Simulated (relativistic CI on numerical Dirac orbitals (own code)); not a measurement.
# Bi24+: sensitivity of the levels to the model

Base calculation: Dirac-Coulomb-Breit CI, orbitals from a KLI potential per configuration, a model potential for QED, unscaled Slater integrals.

Configurations in the expansion (outside the closed core [Ar] 3d10): 4s²4p⁶4d¹⁰4f¹³, 4s²4p⁶4d¹⁰4f¹²5s, 4s²4p⁶4d¹⁰4f¹¹5s², 4s²4p⁶4d¹⁰4f¹²5p, 4s²4p⁶4d¹⁰4f¹¹5s5p, 4s²4p⁶4d⁹4f¹⁴, 4s²4p⁶4d¹⁰4f¹¹5p², 4s²4p⁶4d¹⁰4f¹¹5s5d, 4s²4p⁶4d¹⁰4f¹²5d, 4s²4p⁶4d⁹4f¹²5s², 4s²4p⁵4d¹⁰4f¹⁴, 4s²4p⁶4d¹⁰4f¹²6s, 4s²4p⁶4d⁹4f¹³5p, 4s²4p⁶4d¹⁰4f¹²5g, 4s²4p⁶4d¹⁰4f¹²6d, 4s4p⁶4d¹⁰4f¹⁴. Levels of other configurations are missing.

Variants: (1) non-relativistic limit; (2) only the first 3 configurations. Shifts of the energy above 4s²4p⁶4d¹⁰4f¹³ ²F°7/2, in cm⁻¹, for the lowest level and the first level of each name with at least 55 % of one term (blank where a level changes its place among those of its configuration and J or its character, or is not in the variant):

| Level | Base | Δ(1) | Δ(2) |
| --- | --- | --- | --- |
| 4s²4p⁶4d¹⁰4f¹³ ²F°7/2 | 0 | 0 | 0 |
| 4s²4p⁶4d¹⁰4f¹³ ²F°5/2 | 45301 | -45301 | 0 |
| 4s²4p⁶4d¹⁰4f¹²5s ⁴H13/2 | 511006 | +555141 | +2340 |
| 4s²4p⁶4d¹⁰4f¹²5s ⁴F9/2 | 525099 |  | +2472 |
| 4s²4p⁶4d¹⁰4f¹²5s ⁴H9/2 | 557698 |  | +2525 |
| 4s²4p⁶4d¹⁰4f¹²5s ⁴F7/2 | 567715 | +513460 | +2630 |
| 4s²4p⁶4d¹⁰4f¹²5s ²F7/2 | 577475 |  | +2225 |
| 4s²4p⁶4d¹⁰4f¹²5s ⁴P1/2 | 612898 | +523401 | +3521 |
| 4s²4p⁶4d¹⁰4f¹²5s ²I13/2 | 619071 | +517173 | +2626 |
| 4s²4p⁶4d¹⁰4f¹²5s ²I11/2 | 619313 | +516931 | +2966 |
| 4s²4p⁶4d¹⁰4f¹²5s ⁴P3/2 | 627704 | +508595 | +3322 |
| 4s²4p⁶4d¹⁰4f¹²5s ²P1/2 | 638695 | +511646 | +2585 |
| 4s²4p⁶4d¹⁰4f¹²5s ²S1/2 | 735472 | +496964 | +3253 |
| 4s²4p⁶4d¹⁰4f¹²5p ⁴G°11/2 | 929828 | +477301 |  |
| 4s²4p⁶4d¹⁰4f¹²5p ²K°13/2 | 1035406 |  |  |
| 4s²4p⁶4d¹⁰4f¹²5p ²H°11/2 | 1039356 |  |  |
| 4s²4p⁶4d¹⁰4f¹²5p ⁴P°1/2 | 1042196 | +437017 |  |
| 4s²4p⁶4d¹⁰4f¹¹5s² ⁴I°15/2 | 1093945 |  | +8498 |
| 4s²4p⁶4d¹⁰4f¹¹5s² ⁴I°13/2 | 1134134 |  | +8461 |
| 4s²4p⁶4d¹⁰4f¹²5p ²P°1/2 | 1153890 | +335814 |  |
| 4s²4p⁶4d¹⁰4f¹¹5s² ⁴F°7/2 | 1170108 |  | +9053 |

At this charge transitions that keep the count of f electrons are usually good to a few per cent. Terms inside the open d or f shell come out 10 to 20 % too wide with unscaled integrals. Levels that differ in their count of f electrons can be misplaced by several ten thousand cm⁻¹, since the correlation energy of f electrons is missing or only estimated; rates across such gaps can be off by orders of magnitude.

Ionisation energy from one configuration of each of the two ions, the ground ones as tabulated or assumed: base 774.4 eV. The NIST ASD value (theoretical) is 750 ± 40 eV.

LS names give the leading component of a level, which can be under half, so a name can repeat, a term be missing and a line seem to break the LS rules.
